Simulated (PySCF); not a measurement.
Computed Raman spectrum (relative Raman activity) of a molecule C2H8O2Si. Coordinates come from a PBE0-D3(BJ)/def2-SVP optimisation. One conformer was computed; it need not be the lowest. Level of theory: PBE0-D3(BJ)/def2-SVP run with PySCF. Frequencies are harmonic and unscaled.

Lines under 2 % of the strongest are left out, and lines within 2 cm⁻¹ are merged.

ν (cm⁻¹): 573 (w), 702 (w), 732 (w), 837 (w), 892 (vw), 920 (w), 963 (w), 971 (w), 999 (vw), 1239 (vw), 1285 (vw), 1378 (vw), 1402 (w), 1456 (w), 1472 (w), 2188 (s), 2249 (vs), 3040 (vs), 3074 (s), 3130 (s), 3149 (s), 3842 (m), 3851 (m) (against the strongest line: vs over 80 %, s over 45 %, m over 15 %, w over 4 %, vw less)

Task: Which structure fits?
A) C[C@H](O)[SiH2]O
B) COC[SiH2]O
C) CC[SiH](O)O
D) CO[SiH2]OC

Result: A, C[C@H](O)[SiH2]O
